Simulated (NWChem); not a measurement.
System: InHSeCl2; SMILES [Cl][In]([Cl])[SeH]

```xyz
5

In     0.0108    -0.3833     0.0000
Cl     1.9649    -1.6591     0.0000
Cl    -2.0034    -1.5708     0.0000
Se     0.0457     2.1047     0.0000
H     -1.4276     2.1310     0.0000
```
Atoms are numbered in this order, from 1.

All runs: NWChem. Medium grid unless said otherwise, to which SCAN and Minnesota functionals are sensitive. The geometry was optimised at PBE0/def2-SVP. def2 effective core potentials on In; no spin-orbit coupling. Hybrids' shares of exact exchange are those that their runs print; pure functionals count as 0. The functionals differ in more than this share.

| row | share of exact exchange | highest occupied level (eV) |
|---|---|---|
| PBE/def2-SVP | 0.00 | -6.62 |
| RPBE/def2-SVP | 0.00 | -6.57 |
| B3LYP/def2-SVP | 0.20 | -7.51 |
| B3PW91/def2-SVP | 0.20 | -7.63 |
| MPW1K/def2-SVP | 0.43 | withheld |
| M06-2X/def2-SVP | 0.54 | -8.91 |

Q: Fit a straight line of the last column on the one before it, predict the withheld value, and compare with the run.

A: 
1. Means of the 5 shown rows: x = 0.188, y = -7.448. Slope Σ(x − x̄)(y − ȳ)/Σ(x − x̄)² = -0.8383/0.1949 = -4.302; intercept -6.639.
2. The shown rows scatter about the line by 0.071 (root mean square); the largest residual is -0.13, at B3PW91/def2-SVP.
3. At x = 0.43 (MPW1K/def2-SVP; inside the shown range) the line gives -8.49.
4. The run gives -8.71, -0.22 from the line, 3.1 times the scatter.
